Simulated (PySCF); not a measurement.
Work out the structure from these simulated measurements.

Formula: C5H10N2.

| Property | Result |
| --- | --- |
| Triplet | lowest triplet excitation (Tamm–Dancoff): 3.75 eV [TDA CAM-B3LYP/def2-SVPD] |
| Rotational structure | rotational constants A, B, C: 3.439, 3.050, 1.730 GHz [PBE0-D3(BJ)/def2-SVP] |
| XPS | C1s 290.6, C1s 290.7, C1s 290.8, C1s 290.8, C1s 291.4, N1s 404.8, N1s 405.3 eV [ΔSCF SCAN, pcX-2 on the ionised atom, pcseg-1 elsewhere, spin-free X2C] |
| UV, first state | lowest singlet excitation: 5.69 eV (218 nm, f = 0.144) [TDDFT CAM-B3LYP/def2-SVPD] |
| Polarisability | 74.4 au [CAM-B3LYP/def2-SVPD] |
| Valence photoelectron | vertical ionisation energy: 8.07 eV [ΔSCF CAM-B3LYP/def2-SVPD] |
| 13C NMR | chemical shifts (computed TMS as zero) by class: 152.0 (1 C), 58.3 (1 C), 43.3 (1 C), 16.8 (1 C), 15.5 (1 C) ppm [GIAO PBE0/pcSseg-1] |
| 1H NMR | chemical shifts (computed TMS as zero) by class: 4.17 (1 H), 3.43 (1 H), 2.57 (1 H), 2.54 (1 H), 1.85 (3 H), 1.09 (3 H) ppm [GIAO PBE0/pcSseg-1] |
| NMR, other nuclei | isotropic shieldings of nuclei other than C and H, by class: -116 (1 N), 123 (1 N) ppm [GIAO PBE0/pcSseg-1] |

The electronic properties come from PySCF, for the isolated species, density fitting. Levels stand in brackets. The structure is a single PBE0-D3(BJ)/def2-SVP conformer in the gas phase; no vibrational or solvent corrections. NMR values are class means; diastereotopic atoms form classes of their own.

**Question.** What is the compound? Reason from the data.

**Answer.** Numbering: `[CH3:1][C:2]1=[N:3][NH:4][CH2:5][C@H:6]1[CH3:7]`. Its formula, C5H10N2, gives 2 degrees of unsaturation: 1 ring and 1 π bond in the structure found. 5 carbons fall into 5 classes; from least to most shielded: C=N carbon [C2] (152.0 ppm), ring sp3 carbon bound to nitrogen [C5] (58.3 ppm), sp3 CH carbon [C6] (43.3 ppm), methyl carbon [C7] (16.8 ppm), methyl carbon [C1] (15.5 ppm). Hydrogen classes from least to most shielded: 1 H on a nitrogen bonded to C, N and H, N4 (4.17 ppm), 1 H on an sp3 carbon bound to nitrogen, C5 (3.43 ppm), 1 H on an sp3 carbon bound to nitrogen, C5 (2.57 ppm), 1 H on an sp3 CH carbon, C6 (2.54 ppm), 3 H on a methyl carbon, C1 (1.85 ppm, a mean of values up to 0.7 ppm apart in this geometry), 3 H on a methyl carbon, C7 (1.09 ppm, a mean of values up to 0.7 ppm apart in this geometry). The other shieldings belong to: -116 ppm, C=N nitrogen [N3]; 123 ppm, nitrogen bonded to C, N and H [N4]. The core levels belong to: C1s 290.6 eV, C=N carbon [C2]; C1s 290.7 eV, methyl carbon [C1]; C1s 290.8 eV, methyl carbon [C7]; C1s 290.8 eV, sp3 CH carbon [C6]; C1s 291.4 eV, sp3 carbon bound to nitrogen [C5]; N1s 404.8 eV, C=N nitrogen [N3]; N1s 405.3 eV, nitrogen bonded to C, N and H [N4]. The first electron is taken from the HOMO, whose largest Löwdin shares are 0.40 on the nitrogen bonded to C, N and H, 0.18 on the C=N carbon, 0.17 on the C=N nitrogen and 0.06 on the sp3 carbon bound to nitrogen. The optimised geometry has point group C1 and is an asymmetric top. Structure: `CC1=NNC[C@H]1C`. Computed isomers that give other values at the same levels: `C=CN1CCCN1` (rotational constant A: 6.276 GHz; this holds for the one conformer computed); `CCN1CCC=N1` (rotational constant A: 5.620 GHz; this holds for the one conformer computed); `C=N/N=C(\C)CC` (rotational constant A: 6.268 GHz; this holds for the one conformer computed). The assignments are read from this structure; whether some other isomer fits the data as well wasn't checked. The mirror image fits equally.
